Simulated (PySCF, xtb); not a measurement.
C2H5BF2O, SMILES FB(F)[C@@H](O)C. The values are those of a single conformer.

Harmonic wavenumbers (cm⁻¹) from GFN2-xTB (xtb 6.7.1) at its own minimum, in rising order: 27, 150, 188, 235, 321, 359, 436, 458, 580, 704, 937, 1009, 1056, 1123, 1188, 1241, 1277, 1322, 1349, 1397, 1482, 1493, 2796, 3014, 3045, 3055, 3518.

Problem. What does PySCF with PBE-D3(BJ)/def2-SVP give at its own minimum? (Estimate from the structure and the level; the computed values follow.)

Solution. 37, 177, 210, 270, 318, 374, 445, 487, 641, 731, 889, 973, 1050, 1103, 1163, 1243, 1284, 1329, 1381, 1404, 1419, 1455, 2841, 2960, 3046, 3071, 3691. Paired by order, the mean absolute difference is 30 cm⁻¹ and the zero-point energies are 48.3 and 48.6 kcal/mol.
